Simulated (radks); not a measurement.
Results of a calculation; reference values are marked as such.
The bismuth anion Bi3-, configuration [Rn]. Level of theory: scalar-relativistic Kohn-Sham, LDA (Slater exchange, VWN5 correlation), spin-polarised, spherical densities, point nucleus; Watson sphere of charge +3 and radius 5.22 bohr (a radial shooting solver on a logarithmic mesh with Libxc functionals).

Normalised radial functions P(r) = r R(r), r in bohr:

```
   r/bohr * 5p (the largest magnitude, 1.18, reaches the edge; | marks zero)
 0.002538                             *
 0.004102                             |*
 0.006577                             |*
  0.01063                             |  *
  0.01718                             |    *
  0.02754                             |      *
   0.0445                             |      *
  0.07192                            *|
   0.1153                   *         |
   0.1863                           * |
   0.3011                             |              *
   0.4828                            *|
   0.7802  *                          |
    1.261           *                 |
    2.021                          *  |
    3.267                             *
    5.279                             *
    8.464                             *
    13.68                             *
```

5p: eigenvalue -92.792 eV, 3 radial nodes at r = 0.0683, 0.197, 0.476 bohr, <r> = 0.947 bohr, 90 % of the charge inside 1.36 bohr.
